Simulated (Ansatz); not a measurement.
An input meant for Si2O2H4⁺, that is cyclo-(H2SiO)2 with one electron fewer (charge 1, doublet).

```yaml
crystal:
  periodic: [false, false, false]
  atoms:
    - {symbol: Si, position_ang: [-0.046553, -0.502836, -0.675447]}
    - {symbol: H, position_ang: [0.080383, -0.185560, -1.419581]}
    - {symbol: H, position_ang: [-0.215881, -1.304529, -0.546371]}
    - {symbol: O, position_ang: [-0.818424, 0.162480, -0.055332]}
    - {symbol: Si, position_ang: [0.046552, 0.502842, 0.675441]}
    - {symbol: H, position_ang: [-0.093783, 0.159025, 1.419566]}
    - {symbol: H, position_ang: [0.215881, 1.521957, 0.546400]}
    - {symbol: O, position_ang: [0.701509, -0.139253, 0.055319]}
basis:
  gaussian: {orbitals: def2-SVP, nuclear_model: gaussian}
total_charge: 1
magnetization: {spin_polarized: true, initial_magnetization: 1}
hamiltonian: {xc: {name: revPBE0}, dispersion: d4}
scf: {omitted_lower_state_checks: [starts]}
```

```sh
$ ansatz run in.yaml --threads 4 --pin off --events-out ev --progress --plain --max-ram 3916MiB
```

Shortened log:

```
Functional definition: revPBE0
798 factors; integrals over basis functions are off by at most 6.2e-4 eV
mean field evaluation 1: about -19765.9912 eV, gradient 9.3e1 eV
mean field evaluation 2: about -19723.6207 eV, gradient 1.4e2 eV
mean field evaluation 4: about -19795.0506 eV, gradient 3.3e0 eV
mean field evaluation 8: about -19795.1840 eV, gradient 7.6e-1 eV
mean field evaluation 16: about -19795.1864 eV, gradient 9.5e-4 eV
mean field -19795.18640768 eV, -727.4596828231 hartree, gradient 4.8e-5 eV, S^2 0.753472; 0 other end points of the search recorded, 0 dependent functions left out
reference -19795.18643314 eV, -727.4596837585 hartree; 24, 23 occupied and 60, 61 virtual orbitals, 798 factors
Total energy: -19795.60563414 eV, -727.4750891112 hartree
Checks for a lower state left out: starts
```

What is wrong with this run?

The geometry is squeezed to about two thirds of its size. The run converged. The result belongs to that input, not to the species as meant.
